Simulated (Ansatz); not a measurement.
The same path of CH$_{10}$AsNSi$_{2}$ (15 atoms, charge 0, multiplicity 1) was run 3 times with different band settings. The coordinate that changes most is the height of N1 over the plane of its neighbours.

Theory: RKS PBE/def2-SVP (Ansatz).

Relaxed end points:

```xyz
15
Properties=species:S:1:pos:R:3
N -1.485 0.510 1.813
Si -0.706 0.483 0.241
As 0.774 2.292 -0.378
C 0.278 -1.129 0.097
Si 0.847 -1.624 -1.641
H -2.205 1.226 1.952
H -0.873 0.495 2.636
H -1.828 0.522 -0.765
H -0.191 3.322 0.243
H 1.541 2.159 0.955
H -0.366 -1.941 0.502
H 1.174 -1.072 0.754
H 1.788 -0.596 -2.211
H -0.334 -1.752 -2.566
H 1.565 -2.948 -1.603
```

```xyz
15
Properties=species:S:1:pos:R:3
N -1.464 0.962 1.727
Si -0.711 0.549 0.202
As 0.841 2.259 -0.447
C 0.207 -1.120 0.126
Si 0.830 -1.665 -1.579
H -2.304 0.448 2.010
H -0.870 1.145 2.540
H -1.833 0.502 -0.803
H 0.009 3.331 0.280
H 1.682 1.994 0.822
H -0.487 -1.905 0.503
H 1.070 -1.096 0.828
H 1.845 -0.690 -2.115
H -0.313 -1.742 -2.557
H 1.477 -3.024 -1.507
```

Common settings: spring 5.0 eV/Å²; optimiser quadratic models (default); force threshold 0.03 eV/Å; iteration limit 60; end points relaxed.

| run | movable images | climbing image | start path |
| --- | --- | --- | --- |
| 1 | 5 | yes | IDPP |
| 2 | 4 | no | IDPP |
| 3 | 5 | yes | straight line |

(1) What does each run give, and how far can it be trusted?

Results:

(1) Run 1: converged after 7 iterations, highest image 0.050 eV above the first end. A vibrational analysis at the climbing image gives one clearly imaginary mode, 251i cm⁻¹: a first-order saddle point.
Run 2: converged after 6 iterations, highest image 0.046 eV above the first end. The top lies less than 8 meV above the higher end, about what the thresholds resolve: that end is a shoulder or a very shallow well. No image climbed, so the highest image needn't sit at the top of the path.
Run 3: converged after 8 iterations, highest image 0.050 eV above the first end. Another band between the same ends (5 images) ends at a top of the same energy, where a vibrational analysis finds 1 clearly imaginary mode.
